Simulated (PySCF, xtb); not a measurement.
C₂H₈FNSi₂, SMILES F[Si@@H]1CNC[SiH2]1. The values are those of a single conformer.

Harmonic wavenumbers (cm⁻¹) from GFN2-xTB in xtb at its own minimum, in rising order: 79, 142, 186, 274, 299, 398, 444, 464, 520, 548, 616, 665, 672, 673, 763, 781, 796, 808, 871, 970, 1087, 1144, 1225, 1254, 1265, 1403, 1470, 1478, 2206, 2245, 2275, 2927, 2935, 2985, 2985, 3354.

Question: What does PySCF with PBE-D3(BJ)/def2-SVP give at its own minimum? (Estimate from the structure and the level; the computed values follow.)

Answer: 59, 166, 189, 271, 299, 385, 414, 478, 525, 603, 611, 654, 681, 717, 763, 790, 841, 864, 890, 941, 1080, 1115, 1170, 1190, 1266, 1366, 1379, 1417, 2140, 2152, 2157, 2955, 2972, 3044, 3050, 3433. Paired by order, the mean absolute difference is 36 cm⁻¹ and the zero-point energies are 61.8 and 61.5 kcal/mol.
